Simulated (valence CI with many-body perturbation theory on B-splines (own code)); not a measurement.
The numbers below are computed, except where a source is named.
# Energy levels of I2+

Level of theory: relativistic CI+MBPT: five valence electrons over a frozen Dirac-Fock core [Kr] 4d10, radial functions for each j: 9 s, 9 p, 8 d, 6 f, 3 g, 1 h, with the one-electron correlation potential Σ1 (screened to all orders), the two-electron term Σ2, the three-electron term Σ3, Breit, model QED; selected single and double excitations, second order for the rest, scaled by the run's own slope (own B-spline code, finite nucleus).

No measured levels were compared; by estimate levels hold to about 250 cm⁻¹ or 0.2 % of their energy and the worst to 1 %, as in measured heavy ions of charge 2 to 7. Core correlation moves these levels by up to 5200 cm⁻¹, and in measured spectra 5 to 20 % of such shifts remained as error; rates that hang on mixing are uncertain with them. Among the levels kept, up to 1200 cm⁻¹ of a level comes from second order outside the variational space, and about a tenth of that is noise between levels of different J, which matters for small intervals.

Levels 46 to 55 of 55, with energies above the lowest level, (5s^2 5p1/2^2 5p3/2) J=3/2. "Leading %" is the weight of the configuration and term that name the level; weights of strongly mixed levels are sums over their largest components and can fall short. In the jj column 3d3/2^4 stands for four electrons in 3d with j = 3/2.

| No. | Configuration | Term | J | E (eV) | Leading % | Second component | Leading jj |
| --- | --- | --- | --- | --- | --- | --- | --- |
| 46 | 5s2 5p2 6p | 4D° | 3/2 | 18.166 | 36 | 25 % 5s2 5p2 6p 2D° | 5s^2 5p1/2 5p3/2 6p1/2 (79 %) |
| 47 | 5s2 5p2 6p | 4D° | 5/2 | 18.312 | 79 | 10 % 5s2 5p2 6p 4P° | 5s^2 5p1/2 5p3/2 6p3/2 (81 %) |
| 48 | 5s 5p4 | 2P | 1/2 | 18.352 | 34 | 22 % 5s2 5p2 5d 2S | 5s^2 5p1/2 5p3/2 5d5/2 (29 %) |
| 49 | 5s2 5p2 5d | 2D | 5/2 | 18.416 | 76 | 6 % 5s2 5p2 6s 2D | 5s^2 5p3/2^2 5d5/2 (61 %) |
| 50 | 5s2 5p2 6p | 2D° | 3/2 | 18.491 | 44 | 34 % 5s2 5p2 6p 4S° | 5s^2 5p1/2 5p3/2 6p3/2 (84 %) |
| 51 | 5s2 5p2 6p | 4P° | 1/2 | 18.524 | 72 | 13 % 5s2 5p2 6p 2P° | 5s^2 5p1/2 5p3/2 6p3/2 (70 %) |
| 52 | 5s2 5p2 6p | 2D° | 5/2 | 18.569 | 47 | 30 % 5s2 5p2 6p 4P° | 5s^2 5p1/2 5p3/2 6p1/2 (68 %) |
| 53 | 5s2 5p2 6p | 4D° | 7/2 | 18.775 | 72 | 20 % 5s2 5p2 6p 2F° | 5s^2 5p1/2 5p3/2 6p3/2 (74 %) |
| 54 | 5s2 5p2 5d | 2P | 3/2 | 18.797 | 44 | 19 % 5s 5p4 2P | 5s^2 5p3/2^2 5d5/2 (52 %) |
| 55 | 5s2 5p2 6p | 4P° | 3/2 | 18.894 | 41 | 31 % 5s2 5p2 6p 4S° | 5s^2 5p1/2 5p3/2 6p1/2 (50 %) |
